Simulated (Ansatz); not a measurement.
Computed with Ansatz on PBE0-D4/def2-TZVP structures; ΔE is electronic, products minus reactants. CCSD(T)/CBS adds triple-zeta CCSD(T) − MP2 to the extrapolated MP2 energy (def2 sets, frozen cores). This one scheme is used for every species. One conformer a species, not always the lowest.

Reaction (ligand exchange at the Si–O bond): `[OH][Al]([O][SiH3])[O][SiH3]` + `[OH][Al]([SH])[SH]` → `[SiH3][O][Al]([SH])[SH]` + `[OH][Al]([OH])[O][SiH3]`

```csv
species,CCSD(T)/CBS(def2) energy (Eh)
`[OH][Al]([O][SiH3])[O][SiH3]`,-1050.17055
`[OH][Al]([SH])[SH]`,-1114.69923
`[SiH3][O][Al]([SH])[SH]`,-1405.02110
`[OH][Al]([OH])[O][SiH3]`,-759.84972
```

Q: Work out ΔE.

A: ΔE = (-1405.02110) + (-759.84972) − (-1050.17055) − (-1114.69923) = -0.00104 Eh = -0.7 kcal/mol.

Largest T1 diagnostic among the species: 0.012.
